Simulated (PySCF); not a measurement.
C(SnH3)4, CH12Sn4.
Cartesian coordinates in Å at the PBE0-D3(BJ)/def2-SVP level; atoms count from 1:
```xyz
17
CH12Sn4 angstrom
C      0.002    0.000    0.000
Sn     0.097   -1.894    1.052
Sn     1.040    1.514    1.153
Sn    -2.073    0.581   -0.246
Sn     0.932   -0.201   -1.948
H     -1.061   -1.892    2.320
H      1.671   -2.101    1.705
H     -0.247   -3.169   -0.047
H      0.719    1.266    2.822
H      0.479    3.067    0.680
H      2.728    1.393    0.865
H     -2.188    1.743   -1.504
H     -2.646    1.259    1.224
H     -3.003   -0.806   -0.646
H      2.369   -1.129   -1.798
H     -0.159   -0.989   -3.016
H      1.312    1.359   -2.555
```

Level of theory: PySCF, TDDFT PBE0/def2-SVPD, vertical, gas phase, core orbitals frozen in the response, def2 core potentials past Kr. Spin–orbit coupling is left out.

Ground-to-excited transition dipoles (e·a0, same axes as the geometry; the sign carries no meaning), for the states with f of 0.002 or more among the lowest 9:

```tsv
state	E (hartree)	μx	μy	μz
S1	0.2189	0.575	-0.643	0.258
S2	0.2190	-0.689	-0.570	0.108
S3	0.2193	-0.086	0.268	0.857
S4	0.2431	-0.506	0.542	-0.215
S5	0.2432	0.584	0.489	-0.139
S6	0.2434	0.036	-0.257	-0.730
S7	0.2546	-0.056	0.006	0.114
S8	0.2547	-0.097	0.119	-0.046
S9	0.2548	0.118	0.113	0.063
```

(1) What oscillator strength does each state have?

(2) What peak molar absorption coefficient would the strongest computed level give as a lone Gaussian band 0.4 eV wide at half height?

## Answers

(1) f = (2/3) ΔE |μ|² with ΔE in hartree (27.2114 eV).

| state | \|μ\|² (au) | \|μ\| (D) | f |
| --- | --- | --- | --- |
| S1 | 0.811 | 2.29 | 0.118 |
| S2 | 0.811 | 2.29 | 0.118 |
| S3 | 0.813 | 2.29 | 0.119 |
| S4 | 0.597 | 1.96 | 0.097 |
| S5 | 0.600 | 1.97 | 0.097 |
| S6 | 0.600 | 1.97 | 0.097 |
| S7 | 0.016 | 0.32 | 0.003 |
| S8 | 0.026 | 0.41 | 0.004 |
| S9 | 0.031 | 0.44 | 0.005 |

(2) ε(max) = 2.175×10⁸ f / FWHM, with the width in cm⁻¹. S1/S2/S3 (f summed): 2.175×10⁸ × 0.3558 / 3226 ≈ 24000 L mol⁻¹ cm⁻¹.

S1/S2/S3, S4/S5/S6 and S7/S8/S9 coincide within about 0.01 eV; within a degenerate level the directions of the single components are arbitrary.
